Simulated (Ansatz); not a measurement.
One change: `OBC#CO` becomes `CC#CBO`.

Ansatz, PBE0-D4/def2-TZVP geometries, multiplicity 1. Each molecule was computed in one conformer, which needn't be the lowest.

```json
{"property": "LUMO energy (PBE0/def2-TZVPP) / eV", "`OBC#CO`": "-0.59"}
{"property": "LUMO energy (B3LYP/def2-TZVPP) / eV", "`OBC#CO`": "-0.80"}
{"property": "size of the dipole moment (PBE/def2-TZVPP) / D", "`OBC#CO`": "4.05"}
{"property": "LUMO energy (ωB97M-V/def2-TZVPP) / eV", "`OBC#CO`": "1.43"}
{"property": "HOMO energy (PBE0/def2-TZVPP) / eV", "`OBC#CO`": "-7.62"}
{"property": "HOMO energy (PBE/def2-TZVPP) / eV", "`OBC#CO`": "-6.37"}
```

(1) Give the same properties after the change, and the shifts. (An estimate is asked.)

## Answers

(1) The calculation gave: 
| property | `CC#CBO` | shift |
| --- | --- | --- |
| LUMO energy (PBE0/def2-TZVPP) / eV | -0.88 | -0.29 |
| LUMO energy (B3LYP/def2-TZVPP) / eV | -1.08 | -0.28 |
| size of the dipole moment (PBE/def2-TZVPP) / D | 0.53 | -3.52 |
| LUMO energy (ωB97M-V/def2-TZVPP) / eV | 1.14 | -0.29 |
| HOMO energy (PBE0/def2-TZVPP) / eV | -7.51 | 0.11 |
| HOMO energy (PBE/def2-TZVPP) / eV | -6.29 | 0.08 |

With PBE0 the HOMO rises by 0.11 eV and the LUMO falls by 0.29 eV, so the gap narrows by about 0.40 eV. PBE moves the HOMO by 0.08 eV and ωB97M-V by 0.08 eV. Dipoles are sizes alone; their direction can turn.

B3LYP here is the variant with VWN-RPA as its local correlation; programs differ in this.
